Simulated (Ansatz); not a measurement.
Cost and result up the ladder for the cluster Ga2Cl6 (the lowest singlet isomer of a short search) (8 atoms). The state is a singlet with charge 0. Geometry: PBE-D4/def2-SVP.

```xyz
8

Ga    1.635   -0.218    0.023
Ga   -1.637    0.208   -0.021
Cl    0.023    0.336    1.647
Cl   -2.952   -1.425    0.414
Cl    2.477   -2.131    0.485
Cl   -0.042   -0.479   -1.612
Cl   -2.301    2.187   -0.498
Cl    2.796    1.522   -0.439
```

Ansatz on 4 threads of Arm Neoverse V1 on a shared host. Times are rough, and most runs start from the orbitals of an earlier one. ωB97X-V/def2-TZVP serves as the yardstick here, not as an exact answer. Differences are given only for rows in sets of like size (and for xTB, whose basis is part of the method), since another set adds its own error. Binding counts from free atoms at the same level (Ga doublet, Cl doublet; other spins of the atoms weren't run), without zero-point energy or a counterpoise term.

The 6-31G sets use Cartesian d functions. B3LYP takes the VWN-RPA correlation. HSE06 is defined as in plane-wave codes, on full-range PBE exchange. Correlated methods freeze 48 core orbitals; core or outer-core shells of Ga are correlated, in sets that lack core-valence functions. The rows differ in basis, and correlated rows in double-zeta sets carry the largest basis error. The structure comes from a short search, and lower isomers may exist.

Correlated methods converge slowly with the basis, most of all in double-zeta sets.

```tsv
level	functions	wall time	binding energy per atom (eV)	difference from ωB97X-V/def2-TZVP (eV)
HF/6-31G	136	2.2 s	1.81	–
B3LYP-D4/6-31G	136	4.4 s	2.60	–
PBE0-D4/def2-SVP	172	6 s	3.04	–
PBE-D4/def2-TZVP	318	6.5 s	3.02	0.01
PBE-D4/def2-TZVPD	384	12 s	3.02	0.01
r2SCAN-D4/def2-TZVP	318	16 s	3.05	0.04
HSE06-D4/def2-TZVP	318	16 s	3.01	0.00
RPA@PBE/def2-TZVP	318	16 s	2.63	-0.38
MP2/def2-TZVP	318	18 s	3.11	0.10
PBE0-D4/def2-TZVPD	384	29 s	3.00	-0.01
PBE0-D4/def2-TZVP (with forces)	318	34 s	3.00	-0.01
ωB97X-V/def2-TZVP	318	36 s	3.01	0.00
B2PLYP/def2-TZVPD	384	44 s	2.88	-0.13
CCSD(T)/def2-SVP	172	70 s	2.81	–
```
